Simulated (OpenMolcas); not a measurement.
V4+: moving or changing the point charges

V4+ among 6 point charges of -2 e arranged as a tetragonal octahedron (D4h), 1.86 Å from the ion, with the axial distance 2.083 Å.

```yaml
Program: OpenMolcas
Method: "SS-CASPT2, IPEA 0.25 Eh, imaginary shift 0.1 Eh (closed shells correlated: 3s 3p)"
Basis: ANO-RCC-VDZP [5s4p2d1f]
Scalar_Hamiltonian: DKH2, point nucleus
Active_space: 1 electron in 5 orbitals (3d)
State_averaging: 2S+1 = 2 even, 5 roots
Spin-orbit_coupling: RASSI with atomic mean-field integrals over the reference wave functions
```

Runs around this geometry, states (labels of D4, the rotations of D4h). Energies in cm-1 above the lowest state or level, χT in cm3 K/mol.

| R (Å) | q (e) | Axial / equatorial distance | Ground state | First state of that spin | First gap with spin-orbit (degeneracies) | χT at 300 K |
| --- | --- | --- | --- | --- | --- | --- |
| 1.86 | -2 | 1.03 | 2E | 2B2 740 | 200 (2, 2) | 0.360 |
| 1.86 | -1.3 | 1.12 | 2E | 2B2 1680 | 250 (2, 2) | 0.354 |
| 1.86 | -2 | 1.12 | 2E | 2B2 2590 | 250 (2, 2) | 0.349 |
| 2.02 | -2 | 1.12 | 2E | 2A1 2060 | 250 (2, 2) | 0.351 |

Scaling the charges by -1.3 / -2 = 0.65 scales the first state of the same spin by 1680 / 2590 = 0.65; with fixed orbitals a first-order splitting would follow the charge.

An orbital doublet at a regular site is open to a Jahn-Teller distortion, which this geometry leaves out. Free-ion shares, where given, are those of the reference states; single-state CASPT2 does not remix them. Point charges carry no covalency, so the field is a model and not that of real ligands. No measured value stands beside these numbers.
